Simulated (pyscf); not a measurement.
Optimised with ωB97X-D3(BJ)/def2-SVP in PySCF. Correlated levels are frozen-core, on RHF or UHF. ΔMP2 is the change of the MP2 total energy from the triple- to the quadruple-zeta basis.

Q: How much does it cost (ΔH, 298 K, CCSD(T)/def2-TZVPP + ΔMP2(QZVPP)) to split HAs=SiH–AsH₂ at its As–Si bond into [HSi=AsH]• + AsH₂•?

A: As–Si to [HSi=AsH]• + AsH₂•: 2.71 eV. The radicals are drawn with the spin at the cut bond; how far it spreads was not checked. HAs=SiH–AsH₂ lies 0.88 eV over its isomer cyclic H₄As₂Si (SMILES [SiH2]1[AsH][AsH]1), and others may lie lower still (electronic energy, ωB97M-D3(BJ)). [HSi=AsH]• lies 0.60 eV over its isomer H₂Si=As•, and others may lie lower still (electronic energy, ωB97M-D3(BJ)). The CCSD(T) − MP2 part came from Ansatz, without density fitting, on the same reference. An open-shell T1 diagnostic exceeds 0.045. A UHF reference is spin-contaminated (<S²> up to 1.20), which harms MP2 most. The frozen core leaves the outer d or s,p core shells of the metals and heavy elements correlated in the MP2 and CC values, and def2-TZVPP describes them poorly, which can shift differences by a few kcal/mol. Elements up to Kr have no core potential and no relativistic terms here.
